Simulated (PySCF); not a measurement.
## Orbital energies, ionisation energy and electron affinity

C7H12Ge.
Cartesian coordinates in Å at the PBE0-D3(BJ)/def2-SVP level; atoms count from 1:
```
atom  x, y, z in Å
C1     3.374    0.327    0.448
C2     1.918   -0.094    0.569
C3     1.024    0.534   -0.502
C4    -0.416    0.133   -0.370
C5    -1.059   -0.733   -1.184
Ge6   -2.877   -0.934   -0.544
C7    -2.492    0.313    0.899
C8    -1.209    0.693    0.759
H9     3.484    1.419    0.547
H10    3.792    0.042   -0.530
H11    3.996   -0.142    1.226
H12    1.535    0.173    1.569
H13    1.832   -1.191    0.500
H14    1.396    0.257   -1.501
H15    1.100    1.635   -0.430
H16   -0.569   -1.198   -2.042
H17   -3.240   -2.355   -0.072
H18   -3.962   -0.446   -1.523
H19   -3.138    0.687    1.695
H20   -0.724    1.406    1.438
```

Level: CAM-B3LYP/def2-SVPD (PySCF). Frontier orbitals with their largest atomic shares (Löwdin; up to four atoms above 4 %):

```csv
orbital,ε (eV),main atoms
HOMO−3,-10.07,"Ge6 23 %, C7 18 %, C8 12 %, H18 9 %"
HOMO−2,-9.80,"Ge6 18 %, C8 16 %, C7 13 %, C4 10 %"
HOMO−1,-9.76,"C5 24 %, Ge6 20 %, C7 15 %, C4 8 %"
HOMO,-7.84,?
LUMO,-0.15,"C7 20 %, C8 18 %, C4 17 %, C5 17 %"
LUMO+1,1.24,"Ge6 33 %, C5 6 %, H18 6 %, H17 6 %"
LUMO+2,1.44,"Ge6 33 %, H18 9 %, H17 8 %, C7 8 %"
```

Task: What vertical ionisation energy does ΔSCF give, and how far is −ε(HOMO) from it?

Result: ΔSCF: 8.40 eV (811 kJ/mol; threshold wavelength 148 nm); ⟨S²⟩ of the doublet left behind is 0.773, against 0.75 for a pure doublet. −ε(HOMO) is 7.84 eV, 0.56 eV below it. In exact Kohn–Sham theory the two would be equal; CAM-B3LYP (range-separated hybrid) falls short of its own ΔSCF value by 7 %. Holes in the HOMO−1 and HOMO−2 were tried too where these lie within 1.2 eV of the HOMO; the lowest converged state counts.

Task: On which atoms does the HOMO lie?

Result: C5 (alkene CH carbon) 28 %, C7 (alkene CH carbon) 22 %, C4 (fully substituted alkene carbon) 19 %, C8 (alkene CH carbon) 15 %, so no atom holds as much as 40 %. The HOMO−1 lies 1.92 eV lower.

Task: And the vertical electron affinity, the fundamental gap, Mulliken's electronegativity and the hardness (with the factor ½)?

Result: EA = -0.42 eV by ΔSCF (−ε(LUMO) = 0.15 eV); a negative value means that the added electron isn't bound at this geometry and level, and the number then depends on the basis. IE − EA = 8.82 eV against an orbital gap of 7.69 eV; (IE + EA)/2 = 3.99 eV; (IE − EA)/2 = 4.41 eV. Parr's electrophilicity index (IE + EA)²/[8(IE − EA)] is 0.90 eV.

Task: How many of the 10 lowest singlet excitations (vertical TDDFT, same level) lie below the ionisation energy?

Result: All 10; they run from 4.59 to 7.42 eV.

Task: What total energies stand behind the ΔSCF value?

Result: E(N) = -2350.43642 Eh and E(N − 1) = -2350.12760 Eh at the same geometry, 0.30882 Eh apart. With one more electron, E(N + 1) = -2350.42092 Eh.

Task: The lowest singlet excitation (vertical TDDFT, same level) lies at 4.59 eV. How far is it below IE − EA?

Result: IE − EA = 8.82 eV, so by 4.23 eV.

Task: With α = 112.2 au, estimate the like-pair dispersion coefficient by London's formula C6 = (3/4)α²I.

Result: I = 0.3088 Eh, so C6 ≈ 2920 au, a rough estimate.

The structure is a single PBE0-D3(BJ)/def2-SVP conformer in the gas phase; no vibrational or solvent corrections. The calculation is non-relativistic, for germanium too.

The run behind these numbers computed excited states and ΔSCF ions as well. Time: 12 min wall, 11 min CPU (with the writing of density and orbital grids); peak memory 1.4 GiB. Hardware: an Intel Xeon at 2.50 GHz with one thread (shared host).
